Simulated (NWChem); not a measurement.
System: ZnNH$_{2}$I; SMILES [NH2][Zn][I]

Input file for NWChem:

```
start job
memory heap 200 mb stack 900 mb global 1100 mb
geometry units angstroms noautosym nocenter noautoz
  Zn     0.152785    -1.187070     0.003756
  I     -0.145193     1.224239     0.001062
  N      0.519708    -2.969153     0.008247
  H      0.276835    -3.484326    -0.835143
  H      0.167793    -3.503297     0.799783
end
basis spherical
  * library def2-svpd
end
ecp
  I library def2-ecp
end
dft
  xc xcamb88 1.00 lyp 0.81 vwn_5 0.19 hfexch 1.00
  cam 0.33 cam_alpha 0.19 cam_beta 0.46
  iterations 150
end
property
  response 1 0.0
end
task dft property
```

Output (shortened):

```
             Northwest Computational Chemistry Package (NWChem) 7.3.0
             --------------------------------------------------------

                             Geometry "geometry" -> ""
                             -------------------------

 Output coordinates in angstroms (scale by  1.889725989 to convert to a.u.)

  No.       Tag          Charge          X              Y              Z
 ---- ---------------- ---------- -------------- -------------- --------------
    1 Zn                  30.0000     0.15278500    -1.18707000     0.00375600
    2 I                   53.0000    -0.14519300     1.22423900     0.00106200
    3 N                    7.0000     0.51970800    -2.96915300     0.00824700
    4 H                    1.0000     0.27683500    -3.48432600    -0.83514300
    5 H                    1.0000     0.16779300    -3.50329700     0.79978300

 Effective nuclear repulsion energy (a.u.)     485.8645272027

                                 NWChem DFT Module
                                 -----------------

 Summary of "ao basis" -> "ao basis" (spherical)
 ------------------------------------------------------------------------------
       Tag                 Description            Shells   Functions and Types
 ---------------- ------------------------------  ------  ---------------------
 Zn                        def2-svpd                12       34   5s4p2d1f
 I                         def2-svpd                13       35   5s5p3d
 N                         def2-svpd                 8       20   4s2p2d
 H                         def2-svpd                 4        8   2s2p

            General Information
            -------------------
          SCF calculation type: DFT
          Wavefunction type:  closed shell.
          No. of atoms     :     5
          No. of electrons :    64
           Alpha electrons :    32
            Beta electrons :    32
          Charge           :     0
          Spin multiplicity:     1
          Use of symmetry is: off; symmetry adaption is: off
          Maximum number of iterations: 150
          AO basis - number of functions:   105
                     number of shells:    41
          Convergence on energy requested:  1.00D-06
          Convergence on density requested:  1.00D-05
          Convergence on gradient requested:  5.00D-04

              XC Information
              --------------
                     Hartree-Fock (Exact) Exchange  1.000
                   CAM-Becke88 Exchange Functional  1.000
                      VWN V Correlation Functional  0.190 local
              Lee-Yang-Parr Correlation Functional  0.810

           Range-Separation Parameters
           ---------------------------
           Alpha           :  0.19
           Beta            :  0.46
           Gamma           :  0.33
           Short-Range HF  :     F

             Grid Information
             ----------------
          Grid used for XC integration:  medium
          Radial quadrature: Mura-Knowles
          Angular quadrature: Lebedev.
          Tag              B.-S. Rad. Rad. Pts. Rad. Cut. Ang. Pts.
          ---              ---------- --------- --------- ---------
          Zn                  1.35      112          13.0       590
          I                   1.40      123          12.0       590
          N                   0.65       49          14.0       434
          H                   0.35       45          15.0       434
          Grid pruning is: on
          Number of quadrature shells:   374
          Spatial weights used:  Erf1

      Superposition of Atomic Density Guess
      -------------------------------------

 Sum of atomic energies:       -2179.93134920

      Non-variational initial energy
      ------------------------------

 Total energy =   -2130.182723
 1-e energy   =   -3619.434619
 2-e energy   =    1216.937833
 HOMO         =      -0.338933
 LUMO         =      -0.042640

   convergence    iter        energy       DeltaE   RMS-Dens  Diis-err
 ---------------- ----- ----------------- --------- --------- ---------
 d= 0,ls=0.0,diis     1  -2132.8591837936 -2.41D+03  1.93D-02  4.26D-01
 d= 0,ls=0.0,diis     2  -2132.8653719174 -6.19D-03  6.21D-03  4.85D-01
 d= 0,ls=0.0,diis     3  -2132.9189263636 -5.36D-02  1.53D-03  1.78D-02
 d= 0,ls=0.0,diis     4  -2132.9208100710 -1.88D-03  3.62D-04  1.77D-03
 d= 0,ls=0.0,diis     5  -2132.9210263280 -2.16D-04  1.05D-04  1.30D-04
  Resetting Diis
 d= 0,ls=0.0,diis     6  -2132.9210348066 -8.48D-06  4.70D-05  2.13D-05
 d= 0,ls=0.0,diis     7  -2132.9210375133 -2.71D-06  2.04D-05  1.10D-06
 d= 0,ls=0.0,diis     8  -2132.9210375885 -7.52D-08  7.97D-06  1.18D-06

         Total DFT energy =    -2132.921037588493
      One electron energy =    -3618.019904487553
           Coulomb energy =     1313.904949634560
    Exchange-Corr. energy =     -101.120144673406
 Nuclear repulsion energy =      272.314061937907

 Numeric. integr. density =       64.000007024532

                       DFT Final Molecular Orbital Analysis
                       ------------------------------------

[...]

 DFT Linear Response polarizability / au
 Frequency  =       0.0000000 / au
              X              Y              Z
 -----------------------------------------------
 X      57.3049050     -5.7979893      0.0688534
 Y      -5.7979640     91.8832199     -0.0807063
 Z       0.0688535     -0.0807076     55.4730337
 -----------------------------------------------
 Eigenvalues =      56.3620085     92.8297331     55.4694170
 Isotropic   =      68.2203862
 Anisotropic =      36.9221131
 -----------------------------------------------

 Magnetic Dipole Response Matrix (nonzero elements):

 Exiting AOResponse driver routine
```

Level: CAM-B3LYP/def2-SVPD with def2 effective core potentials on I. All runs use the structure optimised with PBE0/def2-SVP. No frequency run checked for a minimum. def2 effective core potentials on I; no spin-orbit coupling.
